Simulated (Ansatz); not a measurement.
The Ansatz (a first-principles code) input:
Ansatz 0.2 input:
```yaml
crystal:
  periodic: [false, false, false]
  atoms:
    - {symbol: C, position_ang: [-0.00961888, 0.08558394, -1.20792711]}
    - {symbol: Si, position_ang: [0.00693370, 0.02337297, 0.68442733]}
    - {symbol: H, position_ang: [-0.03432110, -0.91899655, -1.62856536]}
    - {symbol: H, position_ang: [-0.87992760, 0.61839322, -1.58117006]}
    - {symbol: H, position_ang: [0.87474746, 0.58217174, -1.59770913]}
    - {symbol: H, position_ang: [-1.21559465, -0.53605201, 1.24797082]}
    - {symbol: H, position_ang: [1.21573735, -0.58624162, 1.22505378]}
basis:
  gaussian:
    orbitals: 6-31G*
magnetization: {spin_polarized: true, initial_magnetization: 1}
correlation: {method: mp2, electrons: outside_noble_gas}
accuracy: high
```

Task: Estimate the MP2 correlation energy that MP2/6-31G* (Ansatz) returns for this input.

Result: -0.1994 Eh

Task: Predict the total energy from MP2/6-31G*.

Result: -329.850134 Ha

Task: What is the computed SCF-reference <S^2> (MP2/6-31G*)?

Result: 0.754

Task: Predict the number of basis functions from MP2/6-31G*.

Result: 44
